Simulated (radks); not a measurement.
Values are calculated unless marked as measured or tabulated.
Species: Os2+. Configuration: [Kr] 4d10 4f14 5s1.5 5p6 5d6 6p0.5 (fractional occupations, a model configuration).

Level of theory: scalar-relativistic Kohn-Sham, PBEsol, spin-polarised, spherical densities, finite nucleus; open shells are filled with parallel spins first (spin-orbit coupling, left out, can overturn this in heavy ions); Fermi nuclear charge, rms radius 5.4126 fm (a radial shooting solver on a logarithmic mesh with Libxc functionals).

Energy parts (eV):
total: -469210.63
kinetic: 519789.79
electron-nucleus: -1161258.79
Hartree: 181310.13
exchange-correlation: -9051.76

Orbitals (lengths in bohr, moments of r in powers of bohr; r(max) is where P^2 peaks):
orbital,occ.,eigenvalue (eV),r(max),<r^2>,<r^4>
1s up,1,-73841.36,0.01103,0.0004338,5.129e-07
1s down,1,-73841.27,0.01103,0.0004338,5.129e-07
2s up,1,-12879.38,0.06342,0.006646,0.00007634
2s down,1,-12879.08,0.06342,0.006646,0.00007634
2p up,3,-11222.31,0.05220,0.005533,0.00006066
2p down,3,-11222.05,0.05220,0.005533,0.00006066
3s up,1,-3013.586,0.1788,0.04303,0.002788
3s down,1,-3013.434,0.1788,0.04302,0.002787
3p up,3,-2526.799,0.1774,0.04390,0.003021
3p down,3,-2526.635,0.1774,0.04390,0.003021
3d up,5,-1981.788,0.1444,0.03638,0.002328
3d down,5,-1981.555,0.1444,0.03638,0.002328
4s up,1,-652.7633,0.4049,0.2106,0.06427
4s down,1,-652.4262,0.4049,0.2106,0.06423
4p up,3,-493.0158,0.4252,0.2402,0.08576
4p down,3,-492.6760,0.4252,0.2400,0.08559
4d up,5,-294.4486,0.4346,0.2770,0.1230
4d down,5,-294.0340,0.4347,0.2764,0.1223
4f up,7,-73.7823,0.4054,0.3823,0.3216
4f down,7,-73.1118,0.4052,0.3763,0.3078
5s up,1,-113.4767,0.9134,1.132,1.868
5s down,0.5,-111.0009,0.9099,1.120,1.831
5p up,3,-72.6438,1.029,1.525,3.519
5p down,3,-69.7209,1.024,1.510,3.461
5d up,5,-26.6712,1.327,3.109,16.63
5d down,1,-23.4385,1.320,3.206,18.24
6p up,0.5,-15.2283,2.797,11.25,188.5
6p down,0,-13.4009,2.898,12.20,222.6

The highest occupied level is 6p up at -15.228 eV. Summed over all electrons, <r^2> = 45.87 bohr^2, which gives a Langevin (diamagnetic) susceptibility term of -36.3 x 10^-6 cm^3/mol. Spin moment in Bohr magnetons: 5. The density falls to 0.001 e/bohr^3 at r = 3.92 bohr. The spin density at the nucleus is 533.7 e/bohr^3 (1s 1.3, 2s -1.3, 3s 0.3, 4s 1.7, 5s 531.6). The electron density at the nucleus is 1.786e+06 e/bohr^3 (large components only).
